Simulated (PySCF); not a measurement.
**From computed data to an observable: entropy of an ideal gas**

BH3N, SMILES B=[NH2+], charge +1.

Geometry optimised at TPSSh-D3(BJ)/def2-TZVP. The isomer is the one that the SMILES or the coordinates give; other isomers of the formula were not compared.

PySCF with TPSSh-D3(BJ)/def2-TZVP gives the harmonic wavenumbers 573, 671, 749, 928, 1456, 1607, 2885, 3440, 3505 cm⁻¹ and the rotational temperatures 16.5385, 1.4408, 1.3253 K. The molar mass is 27.84 g/mol, the symmetry number 2, the spin multiplicity 1.

### Question
Work out the entropy at 298.15 K and 1 atm in the rigid-rotor, harmonic-oscillator model.

### Answer

Translation (Sackur–Tetrode at 1 atm): S = R[1.5 ln M + 2.5 ln T − 1.16487] = 150.2 J/(mol K).
Rotation: q = (√π/σ) T^1.5/√(θA θB θC) = 812, S = R[ln q + 3/2] = 68.2 J/(mol K).
Vibration: with u = 1.4388 ν/T, each mode gives R[u/(e^u − 1) − ln(1 − e^−u)]:
```
ν (cm⁻¹)  modes     u  S (J/(mol K))
--------  -----  ----  -------------
573           1  2.77           2.09
671           1  3.24           1.43
749           1  3.61           1.06
928           1  4.48           0.52
1456          1  7.03           0.06
1607          1  7.75           0.03
```
The stiffer modes add less than 0.005 each. Sum 5.2 J/(mol K).
Spin: R ln 1 = 0.0 J/(mol K).
Total 223.6 J/(mol K); the program's own thermochemistry gives 223.6. Translation makes up 67 % and vibration 2 %. Anharmonicity, hindered rotation and orbital degeneracy are left out.
